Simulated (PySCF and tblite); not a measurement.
Diboron dioxide, B₂O₂, numbered as in [O:1]=[B:2][B:3]=[O:4].

Level: PBE0-D3(BJ)/def2-TZVP//PBE0-D3(BJ)/def2-SVP, thermal terms from GFN2-xTB, symmetry numbers and mirror pairs counted. Conformers within 3 kcal/mol (GFN2-xTB free energy) were kept, 8 at most. GIAO shieldings: KT3/pcSseg-2. Shifts are against BF3·OEt2 (¹¹B) at the same level. Programs: PySCF with density fitting and tblite.

```tsv
conformer	shape	weight %	dipole D
1	D*h	100.0	0.00
```

(1) How does the computed dipole moment compare with the measured one in the gas phase?

Answers

(1) Computed: 0.00 D in the leading conformer, 0.00 D as root mean square over the ensemble. Measured: 0 D (NIST CCCBDB Release 22 (SRD 101), experimental dipoles).
